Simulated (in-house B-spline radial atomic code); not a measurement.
Stripping strontium of all its electrons. The total binding energy is the sum of the 38 successive ionisation energies. Configuration: [Kr] 5s2. Computed with an all-electron radial atomic-structure program (B-spline basis): Dirac-Hartree-Fock, average of configuration, Fermi nucleus of rms radius 4.224 fm.

Dirac-Coulomb total energy: -3178.0808 hartree. First-order corrections (hartree): Breit 1.71, self-energy 1.276, vacuum polarisation -0.1345, recoil 0.0142.

(1) What total binding energy follows, and how does it compare with the sum of NIST's ionisation energies?

(2) What share of the binding belongs to the last two electrons?

## Answers

(1) 86402 eV from the corrected total, against 86440 ± 35 eV from NIST's table (measured, semi-empirical and theoretical entries, uncertainties added in quadrature). The difference, +38 eV, is within about twice the table's uncertainty, so it can't show the correlation energy.

(2) 46 % by NIST's values (39370.9 eV).
